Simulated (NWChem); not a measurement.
System: C₂H₆OSi₂; SMILES O1[SiH2][SiH2]C=C1

The following NWChem deck was run.

```
start job
memory heap 200 mb stack 900 mb global 1100 mb
geometry units angstroms noautosym nocenter noautoz
  C      1.616441    -0.294494     0.000000
  C      1.240019     1.002035     0.000000
  Si    -0.599152     1.311952     0.000000
  Si    -0.913474    -1.010757     0.000000
  O      0.775249    -1.345134     0.000000
  H      2.666955    -0.611451     0.000000
  H      2.023945     1.763617     0.000000
  H     -1.114390     2.025243    -1.210265
  H     -1.114390     2.025243     1.210265
  H     -1.502931    -1.644017    -1.214964
  H     -1.502931    -1.644017     1.214964
end
basis spherical
  * library pcsseg-1
end
dft
  xc bhlyp
  iterations 150
end
property
  shielding 9 1 2 3 4 5 6 7 8 10
end
task dft property
```

Structure relaxed at the PBE0/def2-SVP level.

GIAO values for the isolated, static molecule; σ is the absolute isotropic shielding, δ = σ(reference) − σ with the isolated reference molecule computed at the same levels (13C: tetramethylsilane, 1H: tetramethylsilane, 29Si: tetramethylsilane).

Atoms are numbered as in the input.

**Question.** Predict the main results of this run. (BHandHLYP/pcSseg-1, GIAO.) Quantities: δ C1 (ppm); δ C2 (ppm); δ Si3 (ppm); δ Si4 (ppm); δ H6 (ppm); δ H7 (ppm); δ H10 (ppm).

**Answer.** 
```yaml
"δ C1 (ppm)": 176.7
"δ C2 (ppm)": 94.2
"δ Si3 (ppm)": -78.1
"δ Si4 (ppm)": -11.4
"δ H6 (ppm)": 7.07
"δ H7 (ppm)": 5.01
"δ H10 (ppm)": 4.85
```
